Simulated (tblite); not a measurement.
A tight-binding relaxation on `CCC[C+](F)[C](C)Cl` [radical].

Computed with GFN2-xTB geometry optimisation, gas phase (tblite 0.8.0). Start geometry: from a force field or distance geometry. The command runs a driver script over a list of jobs; the input below is this job's line of settings and its coordinates in Å.

Command:
```bash
OMP_NUM_THREADS=1 python probes_run.py task.json out
```

Input:
```
{"job": {"kind": "relax", "xc": "GFN2-xTB", "basis": "xTB"}, "charge": 1, "multiplicity": 2}
C     -2.881600     0.555100    -0.101200
C     -1.409000     0.611700    -0.429700
C     -0.691900    -0.688200     0.001200
C      0.754700    -0.650300    -0.345900
F      1.154500    -1.171200    -1.516200
C      1.772200    -0.122700     0.514200
C      3.203400    -0.144800     0.084100
Cl     1.420100     0.607800     2.033800
H     -3.370200     1.486100    -0.407700
H     -3.060200     0.427000     0.978300
H     -3.380600    -0.271000    -0.628000
H     -0.962500     1.464800     0.094300
H     -1.279700     0.774700    -1.486300
H     -1.151300    -1.530300    -0.536900
H     -0.858100    -0.871000     1.067200
H      3.339400     0.460100    -0.800600
H      3.874600     0.246500     0.862900
H      3.517500    -1.178000    -0.135000
```

Output:
```
step      E/eV     max force
  0    -727.23029    1.339
  1    -727.33386    0.932
  2    -727.38618    0.405
  3    -727.40174    0.324
  4    -727.40996    0.248
  5    -727.41434    0.223
  6    -727.41762    0.146
  7    -727.41980    0.154
  8    -727.42107    0.079
  9    -727.42170    0.067
... (41 lines left out)
 51    -727.43079    0.019
 52    -727.43083    0.023
 53    -727.43088    0.024
 54    -727.43094    0.024
 55    -727.43099    0.015
 56    -727.43103    0.019
 57    -727.43108    0.023
 58    -727.43112    0.023
 59    -727.43115    0.012
 60    -727.43116    0.008
```

«max force» is the largest atomic force in eV/Å.

Task: From which step on does the largest force stay under 0.1 eV/Å, and how much energy is left to gain from there?

Result: From step 8 (0.079 eV/Å), 10.1 meV above the end.

In short: energy lowered by 4.6 kcal/mol over 60 steps; largest atomic force 0.008 eV/Å at the end.

The run took 0.46 s of wall time on an Intel Xeon Platinum 8488C with one thread, shared host with 96 logical CPUs at a one-minute load of 20.
Labels such as C1 count atoms from 1, the log's own numbers from 0.
